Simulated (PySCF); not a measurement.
C₂H₇NOSi.
Atom-mapped SMILES: `[CH3:1]/[CH:2]=[N:3]/[SiH2:4][OH:5]` (hydrogens: H6, H7, H8 on C1; H9 on C2; H10, H11 on Si4; H12 on O5)

The same species was optimised twice, with GFN2-xTB and with PBE0-D3(BJ)/def2-SVP (PySCF), and the same property calculations (PySCF, gas phase) were run on both structures.

```tsv
coordinate	GFN2-xTB	PBE0-D3(BJ)/def2-SVP	change
Si4–H11 (Å)	1.458	1.495	+0.037
Si4–O5 (Å)	1.625	1.661	+0.036
Si4–H10 (Å)	1.463	1.493	+0.030
N3–Si4 (Å)	1.724	1.747	+0.023
C2=N3 (Å)	1.249	1.266	+0.017
C2–H9 (Å)	1.100	1.116	+0.016
C1–H7 (Å)	1.089	1.103	+0.014
C1–H6 (Å)	1.089	1.103	+0.014
C1–H8 (Å)	1.086	1.098	+0.012
O5–H12 (Å)	0.954	0.962	+0.008
C1–C2 (Å)	1.490	1.493	+0.003
C2–N3–Si4 (°)	134.6	124.7	-9.9
N3–Si4–H11 (°)	119.2	112.9	-6.3
Si4–O5–H12 (°)	119.5	115.8	-3.7
O5–Si4–H11 (°)	102.0	105.5	+3.5
N3–Si4–H10 (°)	103.1	106.6	+3.5
H10–Si4–H11 (°)	113.6	110.7	-2.9
N3–Si4–O5 (°)	106.7	109.5	+2.8
C1–C2–N3 (°)	122.3	123.5	+1.2
C2–N3–Si4–O5 (°)	134	120	-14
```

Rotational constants: A = 13553, B = 1767, C = 1643 MHz (GFN2-xTB) against A = 13447, B = 1738, C = 1641 MHz (PBE0-D3(BJ)/def2-SVP). Point groups within 0.08 Å: C1 and C1.

On the GFN2-xTB structure: lowest singlet, TDDFT (eV) 4.37 [CAM-B3LYP/def2-SVPD]; lowest triplet, Tamm–Dancoff (eV) 3.81 [CAM-B3LYP/def2-SVPD]; isotropic polarisability (au) 63.6 [CAM-B3LYP/def2-SVPD]; HOMO (eV) -8.45 [CAM-B3LYP/def2-SVPD]; LUMO (eV) 0.51 [CAM-B3LYP/def2-SVPD]; dipole (D) 2.45 [CAM-B3LYP/def2-SVPD]; HOMO (eV) -7.01 [PBE0/pcSseg-1]; LUMO (eV) -0.55 [PBE0/pcSseg-1]; dipole (D) 2.42 [PBE0/pcSseg-1]; GIAO shielding of C1 (ppm) 153.5 [PBE0/pcSseg-1]; GIAO shielding of C2 (ppm) 11.2 [PBE0/pcSseg-1]; GIAO shielding of N3 (ppm) -120.8 [PBE0/pcSseg-1]; GIAO shielding of Si4 (ppm) 384.2 [PBE0/pcSseg-1]; GIAO shielding of O5 (ppm) 306.8 [PBE0/pcSseg-1].

**Question.** What do these properties become on the PBE0-D3(BJ)/def2-SVP structure?

**Answer.** 
```
                                    property                level  on GFN2-xTB  on PBE0-D3(BJ)/def2-SVP  change
                  lowest singlet, TDDFT (eV)  CAM-B3LYP/def2-SVPD         4.37                     4.40   +0.03
           lowest triplet, Tamm–Dancoff (eV)  CAM-B3LYP/def2-SVPD         3.81                     3.84   +0.03
               isotropic polarisability (au)  CAM-B3LYP/def2-SVPD         63.6                     64.5    +0.9
                                   HOMO (eV)  CAM-B3LYP/def2-SVPD        -8.45                    -8.59   -0.14
                                   LUMO (eV)  CAM-B3LYP/def2-SVPD         0.51                     0.38   -0.13
                                  dipole (D)  CAM-B3LYP/def2-SVPD         2.45                     2.03   -0.42
energy, GFN2-xTB geometry as zero (kcal/mol)  CAM-B3LYP/def2-SVPD          0.0                     -2.4    -2.4
                                   HOMO (eV)        PBE0/pcSseg-1        -7.01                    -7.13   -0.12
                                   LUMO (eV)        PBE0/pcSseg-1        -0.55                    -0.68   -0.13
                                  dipole (D)        PBE0/pcSseg-1         2.42                     1.95   -0.47
energy, GFN2-xTB geometry as zero (kcal/mol)        PBE0/pcSseg-1          0.0                     -2.2    -2.2
                  GIAO shielding of C1 (ppm)        PBE0/pcSseg-1        153.5                    152.7    -0.8
                  GIAO shielding of C2 (ppm)        PBE0/pcSseg-1         11.2                      2.8    -8.4
                  GIAO shielding of N3 (ppm)        PBE0/pcSseg-1       -120.8                   -124.6    -3.8
                 GIAO shielding of Si4 (ppm)        PBE0/pcSseg-1        384.2                    370.1   -14.1
                  GIAO shielding of O5 (ppm)        PBE0/pcSseg-1        306.8                    299.8    -7.0
```

The heavy atoms differ by 0.111 Å rms after alignment. Among all bonds Si4–O5 and Si4–H11 change most and about equally (+0.036 to +0.037 Å). Changes are differences of the printed values. Neither structure is proved a minimum here.

The values belong to the conformer `[CH3:1]/[CH:2]=[N:3]/[SiH2:4][OH:5]`: C2–N3–Si4–O5 120°, H–O5–Si4–N3 52°.
